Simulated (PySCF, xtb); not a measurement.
H₆NSi₂, SMILES [SiH3][N][SiH3] (connectivity only; charge and spin as stated), charge -1, multiplicity 1.

Harmonic wavenumbers (cm⁻¹) from GFN2-xTB run with xtb 6.7.1 at its own minimum, in rising order: 50, 110, 134, 533, 583, 596, 613, 740, 828, 839, 862, 875, 876, 934, 1299, 1801, 1823, 1856, 1880, 1951, 1975.

What does PBE0-D3(BJ)/def2-SVPD (PySCF 2.14.0) give at its own minimum? (The exact figures need the calculation; the answer reports its results.)

54, 90, 100, 651, 688, 711, 715, 728, 946, 949, 949, 951, 967, 1014, 1232, 1999, 2010, 2019, 2034, 2077, 2099. Paired by order, the mean absolute difference is 100 cm⁻¹ and the zero-point energies are 30.2 and 32.9 kcal/mol.
